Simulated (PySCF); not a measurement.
Levels of K from EOM-EA-GCCSD

Reference: closed-shell K⁺, [Ar]; one electron is added. Calculated with PySCF 2.14, two-component X2C-1e with screened spin-orbit coupling, x2c-TZVPPall-2c with one added diffuse shell each of s, p, d type (7s7p4d, 48 functions); frozen 1s2; all 78 virtual spinors kept. No Breit or QED terms. Binding energies in eV.

```csv
level,Koopmans,second order,EOM-CCSD,NIST
4s1/2,4.014,4.261,4.274,4.341
4p1/2,2.528,2.627,2.635,2.731
4p3/2,2.521,2.619,2.627,2.724
5s1/2,1.658,1.713,1.713,n/a
3d5/2,1.533,1.554,1.556,1.671
3d3/2,1.533,1.553,1.556,1.670
5p1/2,1.049,1.126,1.125,1.278
5p3/2,1.043,1.120,1.118,1.276
```

Electric-dipole lines between these computed levels:

| lower | upper | ΔE (eV) | vacuum wavelength (nm) |
| --- | --- | --- | --- |
| 4s1/2 | 4p1/2 | 1.639 | 756.6 |
| 4s1/2 | 4p3/2 | 1.647 | 752.9 |
| 4s1/2 | 5p1/2 | 3.149 | 393.7 |
| 4s1/2 | 5p3/2 | 3.156 | 392.9 |
| 4p1/2 | 5s1/2 | 0.922 | 1344 |
| 4p1/2 | 3d3/2 | 1.080 | 1148 |
| 4p3/2 | 5s1/2 | 0.914 | 1356 |
| 4p3/2 | 3d5/2 | 1.071 | 1157 |
| 4p3/2 | 3d3/2 | 1.071 | 1157 |
| 5s1/2 | 5p1/2 | 0.589 | 2107 |
| 5s1/2 | 5p3/2 | 0.595 | 2085 |
| 3d5/2 | 5p3/2 | 0.438 | 2833 |
| 3d3/2 | 5p1/2 | 0.431 | 2875 |
| 3d3/2 | 5p3/2 | 0.437 | 2834 |

The screened spin-orbit operator tends to give fine-structure splittings of light species too large.

The highest levels are limited by the diffuse functions of the basis.
